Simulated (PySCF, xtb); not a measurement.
Relaxing a trial structure of H4O2SSi

The starting geometry of this gas-phase singlet was built from a drawn formula by distance geometry and a force field; its bonds are those of `O[SH]1O[SiH2]1`.

```xyz
8

O    -2.3489    0.5771   -0.8179
O    -1.8964   -0.8821    1.1574
S    -1.1792    0.2769    0.3212
Si   -1.7225    0.2363    2.3399
H    -2.9831   -0.2081   -0.8854
H    -0.1269   -0.4582   -0.2174
H    -0.7526   -0.1610    3.3492
H    -3.1029    0.8287    2.6705
```

Question: Predict what becomes of its bonds when it is optimised with r2SCAN-D4/def2-SVP.

Answer: It keeps its bonds, and is `O[SH]1O[SiH2]1`. Distances that change by over a tenth: O2–Si4 (1.64 → 1.80 Å), S3–Si4 (2.09 → 2.33 Å).

The energy falls by 2.91 eV over 18 steps:

| step | E − E(last) (eV) |
| --- | --- |
| 1 | 2.912 |
| 3 | 0.882 |
| 5 | 0.339 |
| 7 | 0.134 |
| 9 | 0.027 |
| 10 | 0.006 |
| 12 | 0.001 |
| 14 | 0.000 |
| 16 | 0.000 |
| 18 | 0.000 |

Final geometry (Å):

```xyz
8

O    -2.2047    0.3399   -1.3032
O    -2.5149   -0.0374    1.1231
S    -1.5548    0.9438    0.2121
Si   -1.5347    0.5651    2.5108
H    -2.3843   -0.6109   -1.1982
H    -0.3637    0.2693    0.0885
H    -0.9194   -0.6635    3.1141
H    -2.5037    1.1341    3.4998
```

From the same start GFN2-xTB ends elsewhere, at `OSO[SiH3]`.

No frequencies were run, so the end isn't proven a minimum. Run with PySCF 2.14.0, 120 s on 2 threads of Intel(R) Xeon(R) Platinum 8488C (Sapphire Rapids), on a shared host.
